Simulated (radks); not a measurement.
The numbers below are computed, except where a source is named.
How relativity changes the ionisation of the gadolinium ion Gd3+ ([Xe] 4f7) to Gd4+ ([Xe] 4f6). Spin-unpolarised spherical Kohn-Sham, PBE, point nucleus unless stated (finite: rms radius 5.1569 fm), a radial shooting solver on a logarithmic mesh with Libxc functionals. A level marked "c x" has the speed of light scaled by that factor and shares open shells by 2j + 1; other Dirac levels either fill j = l - 1/2 first or share by 2j + 1.

level,E(Gd3+) (hartree),E(Gd4+) (hartree),IE (eV),HOMO,<r> HOMO (bohr)
non-rel.,-10821.8064,-10820.0435,47.971,4f,0.8160
scalar-rel.,-11269.7020,-11268.1040,43.485,4f,0.8513
"scalar-rel., finite nucleus",-11268.8406,-11267.2424,43.487,4f,0.8513
"Dirac, 2j+1 shares",-11278.6773,-11277.0828,43.387,4f7/2,0.8567
"Dirac, low j first",-11278.7612,-11277.1865,42.850,4f7/2,0.8588
"Dirac, 2j+1 shares, finite nucleus",-11277.8106,-11276.2161,43.389,4f7/2,0.8567
"Dirac, c x 0.75",-11723.1682,-11721.7024,39.886,4f7/2,0.8964
"Dirac, c x 0.85",-11485.9530,-11484.4224,41.649,4f7/2,0.8752
"Dirac, c x 2",-10926.6776,-10924.9570,46.819,4f7/2,0.8253

NIST Atomic Spectra Database: 44.4 eV (semi-empirical). The relativistic part of the total energy of Gd3+ is -456 hartree (Dirac, 2j+1 shares, finite nucleus), 4.2 % of the non-relativistic value. Spin polarisation and multiplet splitting of open shells are left out at every level.

Beside tabulated values, note that relativity, absent from the non-relativistic runs, is large for the heavy elements, and spin-unpolarised runs miss the spin-polarisation part of the exchange energy of open shells. No tabulated value is given for the 4+ ions of Nd, Pm and Eu to Yb, where it belongs to another shell than the one emptied here.
